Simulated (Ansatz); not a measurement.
Worked example: SiH(CH3)(OH)2 + SbH(CH3) → SiH(CH2)(OH)2 + SbH2(CH3)

Species: SiH(CH3)(OH)2, singlet; SbH(CH3), doublet; SiH(CH2)(OH)2, doublet; SbH2(CH3), singlet. A radical takes H: the energy is the difference in strength between the C–H bond broken and the Sb–H bond made.

Shapes, held fixed at every level: PBE0-D4/def2-TZVP. Flexible molecules stand in one conformer, not always the lowest. Programs: Ansatz 0.2.0. Electronic energies: no zero-point or thermal term.

At CCSD(T)/def2-TZVPP; 1 Eh = 2625.50 kJ/mol:

| species | energy (Eh) |
| --- | --- |
| SiH(CH3)(OH)2 | -481.082453 |
| SbH(CH3) | -280.003694 |
| SiH(CH2)(OH)2 | -480.409978 |
| SbH2(CH3) | -280.615213 |

**Question.** Work out ΔE of the reaction at this level.

**Answer.** 
1. Products less reactants: (-480.409978) + (-280.615213) − [(-481.082453) + (-280.003694)] = 0.060956 Eh = +160.0 kJ/mol.

Other levels give +153.2 (r2SCAN-D4/def2-TZVPP) to +161.7 kJ/mol (B2PLYP/def2-TZVPP). No measured value is set beside it here. Open shells run unrestricted. For atoms past krypton def2 sets carry core potentials with scalar relativity. Outer-core shells of Sb are correlated in most correlated rows, in sets that cover them unevenly.
